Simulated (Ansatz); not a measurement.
Geometry optimisation, Ansatz 0.2.0, RKS PBE-D4/def2-SVP.

Input:

```yaml
crystal:
  periodic: [false, false, false]
  atoms:
    - { symbol: In, position_ang: [-0.0325, -0.1351, -0.0259] }
    - { symbol: Br, position_ang: [2.4495, 1.0001, -1.4068] }
    - { symbol: C, position_ang: [0.7036, -0.8686, 1.9719] }
    - { symbol: C, position_ang: [-1.5906, -0.2796, -1.6479] }
    - { symbol: H, position_ang: [1.1349, 1.9995, -0.2841] }
    - { symbol: H, position_ang: [0.3342, 2.1011, 0.2634] }
    - { symbol: H, position_ang: [1.6981, -0.4522, 2.1103] }
    - { symbol: H, position_ang: [0.0286, -0.5103, 2.7455] }
    - { symbol: H, position_ang: [0.7409, -1.9559, 1.9699] }
    - { symbol: H, position_ang: [-1.7001, -1.3244, -1.9336] }
    - { symbol: H, position_ang: [-2.5324, 0.1156, -1.2739] }
    - { symbol: H, position_ang: [-1.2343, 0.3098, -2.4888] }
basis:
  gaussian: { orbitals: def2-SVP }
hamiltonian:
  xc: pbe
  dispersion: d4
relax:
  f_tol: 0.15
  max_steps: 25
  restrain:
    - { distance: [0, 5], at: 3.03, k: 30.0 }
    - { distance: [4, 1], at: 2.81, k: 30.0 }
    - { distance: [0, 1], at: 2.62, k: 30.0 }
    - { distance: [4, 5], at: 0.62, k: 30.0 }
```

Run as:

```bash
$ ansatz run input.yaml --threads 4 --pin off --max-ram 5120MiB --backend cpu --events-out ev --progress --plain --runs-dir out
```

**Question.** Where does it end, and by what steps?

**Answer.** It converged. The restraints hold the end off the free minimum; the threshold counts their pulls, which the force column leaves out. Restrained pairs: In1–H6 (2.28 → 3.03 Å), Br2–H5 (2.00 → 2.82 Å), In1–Br2 (3.06 → 2.61 Å), H5–H6 (0.98 → 0.71 Å). After 6 steps the energy has fallen by 0.982 eV (the restraints' own energy left out); Br2 moved furthest, 0.55 Å.

| step | energy less start (eV) | largest force component (eV/Å) | accepted |
| --- | --- | --- | --- |
| 0 | 0.0000 | 1.430 | yes |
| 1 | -0.3575 | 0.928 | yes |
| 2 | -0.4506 | 3.745 | yes |
| 3 | -0.7032 | 3.582 | yes |
| 4 | -0.9506 | 1.891 | yes |
| 5 | -0.9755 | 1.759 | yes |
| 6 | -0.9823 | 1.794 | yes |

```xyz
12
Properties=species:S:1:pos:R:3
In 0.220 -0.346 -0.227
Br 2.371 0.454 -1.465
C 0.691 -0.879 1.847
C -1.494 -0.319 -1.592
H 0.853 2.354 -0.043
H 0.351 2.616 0.387
H 1.678 -0.446 2.097
H -0.082 -0.490 2.544
H 0.742 -1.982 1.945
H -1.697 -1.353 -1.938
H -2.402 0.080 -1.092
H -1.231 0.311 -2.463
```

Run time: 19 s on 4 threads of Arm Neoverse N1 (shared host), peak memory 0.19 GiB.
